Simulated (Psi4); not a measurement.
Cl₂Sr (SMILES [Cl][Sr][Cl]), singlet, geometry from GFN2-xTB (such geometries of metal compounds can be far from the true shape) (all electrons, no relativity); Psi4 with PBE/STO-3G.

The Psi4 input:
```
memory 2 GB

molecule {
0 1
  Sr    0.29122395   -0.61094818    0.12088586
  Cl    1.08031446    1.07365832   -1.54654975
  Cl   -1.73128564    0.29199055    1.27633429
}

set basis sto-3g
set scf_type pk
set dft_radial_points 50

energy('pbe')
print_variables()
```

Q: Write the output that Psi4 gives for this input, abridged.

A: 
```
   => Loading Basis Set <=

    Name: STO-3G
    Role: ORBITAL
    Keyword: BASIS

         ---------------------------------------------------------
                                   SCF
               by Justin Turney, Rob Parrish, Andy Simmonett
                          and Daniel G. A. Smith
                              RKS Reference
         ---------------------------------------------------------

  ==> Geometry <==

    Molecular point group: cs
    Full point group: Cs

    Geometry (in Angstrom), charge = 0, multiplicity = 1:

       Center              X                  Y                   Z               Mass
    ------------   -----------------  -----------------  -----------------  -----------------
         SR           0.136591652061    -0.630468034677     0.000000000000    87.905612500000
         CL           1.812359149347     1.222288749509     0.000000000000    34.968852682000
         CL          -2.155726801296     0.362598214154     0.000000000000    34.968852682000

  Running in cs symmetry.

  Rotational constants: A =      0.20418  B =      0.05849  C =      0.04546 [cm^-1]
  Rotational constants: A =   6121.23106  B =   1753.40732  C =   1362.98467 [MHz]
  Nuclear repulsion =  311.344687159216107

  Charge       = 0
  Multiplicity = 1
  Electrons    = 72
  Nalpha       = 36
  Nbeta        = 36

  ==> Algorithm <==

  SCF Algorithm Type is PK.
  DIIS enabled.
  MOM disabled.
  Fractional occupation disabled.
  Guess Type is SAD.
  Energy threshold   = 1.00e-06
  Density threshold  = 1.00e-06
  Integral threshold = 1.00e-12

  ==> Primary Basis <==

  Basis Set: STO-3G
    Blend: STO-3G
    Number of shells: 20
    Number of basis functions: 40
    Number of Cartesian functions: 41
    Spherical Harmonics?: true
    Max angular momentum: 2

  ==> DFT Potential <==

   => LibXC <=

    Version 7.1.2
    S. Lehtola, C. Steigemann, M. J. T. Oliveira, and M. A. L. Marques,  SoftwareX 7, 1–5 (2018) (10.1016/j.softx.2017.11.002)

   => Composite Functional: PBE <=

    PBE GGA Exchange-Correlation Functional

    J.P. Perdew et. al., Phys. Rev. Lett., 77(18), 3865-3868, 1996

    Deriv               =              1
    GGA                 =           TRUE
    Meta                =          FALSE

    Exchange Hybrid     =          FALSE
    MP2 Hybrid          =          FALSE

   => Exchange Functionals <=

    1.0000     XC_GGA_X_PBE

   => Correlation Functionals <=

    1.0000     XC_GGA_C_PBE

   => LibXC Density Thresholds  <==

    XC_GGA_C_PBE:  1.00E-12
    XC_GGA_X_PBE:  1.00E-15

   => Molecular Quadrature <=

    Radial Scheme          =       TREUTLER
    Pruning Scheme         =           NONE
    Nuclear Scheme         =       TREUTLER

    Blocking Scheme        =         OCTREE
    BS radius alpha        =              1
    Pruning alpha          =              1
    Radial Points          =             50
    Spherical Points       =            302
    Total Points           =          40169
    Total Blocks           =            389
    Max Points             =            252
    Max Functions          =             34
    Weights Tolerance      =       1.00E-15

  ==> Integral Setup <==

  Using in-core PK algorithm.
   Calculation information:
      Number of atoms:                   3
      Number of AO shells:              20
      Number of primitives:             60
      Number of atomic orbitals:        41
      Number of basis functions:        40

      Integral cutoff                 1.00e-12
      Number of threads:                 1

  Performing in-core PK
  Using 673220 doubles for integral storage.
  We computed 13651 shell quartets total.
  Whereas there are 22155 unique shell quartets.

  ==> DiskJK: Disk-Based J/K Matrices <==

    J tasked:                  Yes
    K tasked:                   No
    wK tasked:                  No
    Schwarz Cutoff:          1E-12

  Minimum eigenvalue in the overlap matrix is 2.8721004043E-01.
  Reciprocal condition number of the overlap matrix is 1.5336252469E-01.
    Using symmetric orthogonalization.

  ==> Pre-Iterations <==

  SCF Guess: Superposition of Atomic Densities via on-the-fly atomic UHF (no occupation information).

   -------------------------
    Irrep   Nso     Nmo
   -------------------------
     A'        30      30
     A"        10      10
   -------------------------
    Total      40      40
   -------------------------

  ==> Iterations <==

                        Total Energy        Delta E     RMS |[F,P]|

   @RKS iter SAD: -4009.56337000876192   -4.00956e+03   0.00000e+00
   @RKS iter   1: -4010.14528732595545   -5.81917e-01   5.49726e-03 ADIIS/DIIS
   @RKS iter   2: -4009.92845634553760    2.16831e-01   1.43991e-02 ADIIS/DIIS
   @RKS iter   3: -4010.21398663896980   -2.85530e-01   8.56103e-04 ADIIS/DIIS
   @RKS iter   4: -4010.21489946015254   -9.12821e-04   1.46599e-04 ADIIS/DIIS
   @RKS iter   5: -4010.21494512455456   -4.56644e-05   7.34581e-06 DIIS
   @RKS iter   6: -4010.21494518757891   -6.30243e-08   8.17415e-07 DIIS
  Energy and wave function converged.

  ==> Post-Iterations <==

   Electrons on quadrature grid:
      Ntotal   =   71.9997237244 ; deviation = -2.763e-04

    Orbital Energies [Eh]
    ---------------------

    Doubly Occupied:

       1Ap  -567.459354     2Ap   -99.373129     3Ap   -99.373123
       4Ap   -74.390048     1App  -69.260074     5Ap   -69.260065
       6Ap   -69.259288     7Ap   -11.108654     2App   -8.902466
       8Ap    -8.902185     9Ap    -8.899691    10Ap    -8.760907
      11Ap    -8.760589    12Ap    -6.607287    13Ap    -6.607153
       3App   -6.598748    14Ap    -6.598627     4App   -6.598596
      15Ap    -6.598487    16Ap    -3.954975     5App   -3.954956
       6App   -3.953157    17Ap    -3.952977    18Ap    -3.952407
      19Ap    -1.383277    20Ap    -0.827380     7App   -0.827192
      21Ap    -0.826912    22Ap    -0.543639    23Ap    -0.537947
      24Ap    -0.152353    25Ap    -0.126763     8App   -0.113076
      26Ap    -0.110977     9App   -0.105473    27Ap    -0.104328

    Virtual:

      28Ap     0.002514    10App    0.158165    29Ap     0.266484
      30Ap     0.276742

    Final Occupation by Irrep:
             Ap   App
    DOCC [    27,    9 ]
    NA   [    27,    9 ]
    NB   [    27,    9 ]

  @RKS Final Energy: -4010.21494518757891

   => Energetics <=

    Nuclear Repulsion Energy =            311.3446871592161074
    One-Electron Energy =               -6193.5836719869957960
    Two-Electron Energy =                2031.8902365726378321
    DFT Exchange-Correlation Energy =    -159.8661969324372478
    Empirical Dispersion Energy =           0.0000000000000000
    VV10 Nonlocal Energy =                  0.0000000000000000
    Total Energy =                      -4010.2149451875789055

Computation Completed

Properties will be evaluated at   0.000000,   0.000000,   0.000000 [a0]

Properties computed using the SCF density matrix

 Multipole Moments:

 ------------------------------------------------------------------------------------
     Multipole            Electronic (a.u.)      Nuclear  (a.u.)        Total (a.u.)
 ------------------------------------------------------------------------------------

 L = 1.  Multiply by 2.5417464519 to convert [e a0] to [Debye]
 Dipole X            :          1.9594188           -1.2222131            0.7372057
 Dipole Y            :         -9.0441171            5.6413863           -3.4027308
 Dipole Z            :          0.0000000            0.0000000            0.0000000
 Magnitude           :                                                    3.4816733

 ------------------------------------------------------------------------------------

  Variable Map:
  ----------------------------------------------------------------------------
  "CURRENT ENERGY"              =>   -4010.214945187579
  "CURRENT REFERENCE ENERGY"    =>   -4010.214945187579
  "DD SOLVATION ENERGY"         =>       0.000000000000
  "DFT FUNCTIONAL TOTAL ENERGY" =>   -4010.214945187579
  "DFT TOTAL ENERGY"            =>   -4010.214945187579
  "DFT VV10 ENERGY"             =>       0.000000000000
  "DFT XC ENERGY"               =>    -159.866196932437
  "GRID ELECTRONS ALPHA"        =>      35.999861862219
  "GRID ELECTRONS BETA"         =>      35.999861862219
  "GRID ELECTRONS TOTAL"        =>      71.999723724439
  "NUCLEAR REPULSION ENERGY"    =>     311.344687159216
  "ONE-ELECTRON ENERGY"         =>   -6193.583671986996
  "PCM POLARIZATION ENERGY"     =>       0.000000000000
  "PE ENERGY"                   =>       0.000000000000
  "SCF ITERATION ENERGY"        =>   -4010.214945187579
  "SCF ITERATIONS"              =>       6.000000000000
  "SCF TOTAL ENERGY"            =>   -4010.214945187579
  "TWO-ELECTRON ENERGY"         =>    2031.890236572638
  "XC GRID RADIAL POINTS"       =>      50.000000000000
  "XC GRID SPHERICAL POINTS"    =>     302.000000000000
  "XC GRID TOTAL POINTS"        =>   40169.000000000000

  Array Variable Map:
  ----------------------------------------------------------------------------
  "CURRENT DIPOLE"              =>       0.737205718272 ... 0.000000000000 1 by 3
  "SCF DIPOLE"                  =>       0.737205718272 ... 0.000000000000 1 by 3
  "SCF TOTAL ENERGIES"          =>   -4009.563370008762 ... -4010.214945187579 1 by 7
```
